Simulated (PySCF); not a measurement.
# Electron correlation in Cd (cadmium, neutral)

[Kr] 4d10 5s2, closed-shell 1S. Calculation: PySCF 2.14, in def2-TZVP with the def2 core potential (28 electrons) (6s4p3d1f, 40 functions); scalar relativity through the core potential. Frozen: 4s2 4p6; 12 electrons correlated.

MP2 pair energies summed by pair of shells (mhartree):

| pair | energy | share (%) |
| --- | --- | --- |
| 4d-4d | -259.77 | 78.6 |
| 4d-5s | -50.93 | 15.4 |
| 5s-5s | -19.94 | 6.0 |

Total MP2 correlation energy: -330.64 mhartree.

Same-spin part -118.91 and opposite-spin part -211.73 mhartree; SCS-MP2 scales them by 1/3 and 6/5 to -293.71 mhartree.

```csv
level,correlation energy (mhartree)
CCSD,-319.80
(T),-5.80
CCSD(T),-325.60
```

Diagnostics: T1 = 0.014, D1 = 0.0470, largest double amplitude 0.085.

**Question.** Is a single reference adequate?

**Answer.** Mostly. T1 lies below 0.03, but a double amplitude of this size points to a near-degeneracy that CCSD handles and MP2 describes poorly.
